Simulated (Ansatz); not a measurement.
A nudged elastic band was laid between two geometries of BrH + Cl3H2NSi (9 atoms, charge 0, multiplicity 1).

The calculation used RKS B3LYP-D4/def2-SVP in Ansatz 0.2.0.

```yaml
movable_images: 7
climbing_image: yes
spring: 5.0 eV/Å²
optimiser: quadratic models (default)
start_path: through a guess of the saddle point
force_threshold: 0.05 eV/Å
iteration_limit: 60
end_points: relaxed
```

Initial state:

```xyz
9
Properties=species:S:1:pos:R:3
Si -0.134 0.257 0.057
N 0.064 -0.060 1.745
H -0.777 -0.275 2.279
H 0.663 0.576 2.270
Cl 1.738 0.419 -0.752
Cl -1.171 1.995 -0.339
Cl -1.176 -1.315 -0.737
Br 1.792 -2.978 1.882
H 1.050 -1.726 1.865
```

Final state:

```xyz
9
Properties=species:S:1:pos:R:3
Si 0.563 -0.235 0.062
N -0.248 -0.474 2.035
H -1.202 -0.106 2.075
H 0.322 0.027 2.722
Cl 1.363 -0.002 -1.877
Cl 0.139 1.795 0.415
Cl -1.037 -1.496 -0.466
Br 2.418 -1.154 1.009
H -0.271 -1.463 2.297
```

Problem. Which bonds break or form, and what moves?

Solution. Bonds broken: Br8–H9. Bonds formed: Si1–Br8, N2–H9. BrH + Cl3H2NSi becomes BrCl3H3NSi.

Problem. Give the energies along the band, and the barrier.

Solution. The forces met the threshold. The highest image is number 3 of 0 to 8, 0.65 eV above the first end and 0.79 eV above the last; the last end lies 0.14 eV below the first. A vibrational analysis at the climbing image gives one clearly imaginary mode, 150i cm⁻¹: a first-order saddle point. The orbitals stay closed-shell, which can raise the energy where a bond breaks towards radicals; this wasn't checked here.

```
image  path coordinate (Å)  energy (eV)  Br8–H9 (Å)  Si1–Br8 (Å)  N2–H9 (Å)
    0                 0.00         0.00        1.46         4.18       1.94
    1                 0.49         0.06        1.48         3.78       1.77
    2                 0.98         0.42        1.62         3.38       1.42
    3                 1.47         0.65        1.97         3.06       1.10
    4                 2.18         0.37        2.37         2.47       1.03
    5                 2.89         0.32        2.52         2.39       1.03
    6                 3.60         0.20        2.59         2.35       1.02
    7                 4.31        -0.02        2.73         2.31       1.02
    8                 5.02        -0.14        3.00         2.28       1.02
```

Problem. What is the geometry of the highest image?

Solution. 
```xyz
9
Properties=species:S:1:pos:R:3
Si 0.098 -0.123 0.066
N 0.128 -0.195 1.934
H -0.815 -0.211 2.339
H 0.639 0.598 2.336
Cl 1.887 0.368 -0.770
Cl -0.989 1.664 -0.042
Cl -1.149 -1.479 -0.798
Br 1.580 -2.588 1.110
H 0.669 -1.141 2.096
```

Problem. What are the harmonic wavenumbers there?

Solution. 150i, 78, 93, 105, 151, 173, 212, 231, 329, 424, 517, 640, 642, 867, 921, 1238, 1496, 1525, 2282, 3438, 3527 cm⁻¹.

Run time: 5.4 min on 4 threads of Arm Neoverse V2, on a shared host, peak memory 0.41 GiB.
